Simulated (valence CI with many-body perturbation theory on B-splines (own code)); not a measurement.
The numbers below are computed, except where a source is named.
# Run record, Ce XLIV

The program does CI of the valence electrons with many-body perturbation theory for a frozen closed Dirac-Fock core.

Command, and the settings that its task file holds:

```sh
python run_cv.py task.json out
```

```
atom Ce  Z=58  mass_number=140  rms_radius_fm=4.8771
core [Ne] 3s1
valence 3s2 3p3
avg = 1
basis = S
breit = 1
cap = 10000
capref = 1200
cscale = 1
de = 0.0
dress = 0
eps = 2e-08
extrap = 1
h = 0.27
hh = 1
l2 = 3
lcore = 6
maxit = 60
n2 = 5
natural = 1
nlev = 20
nno = [3, 3, 3, 2, 1]
nroot = 26
nsp = [3, 3, 2, 1, 0]
pt2 = 1
qed = 1
rpa = 1
s1 = 1
s2 = 1
s3 = 1
screen = 1
tol = 2e-05
whole = 1
```

**Question.** What became of the run, and why?

**Answer.** It gave no result: the perturbation theory needs a core of closed shells. The program said: "the core must hold closed shells only".
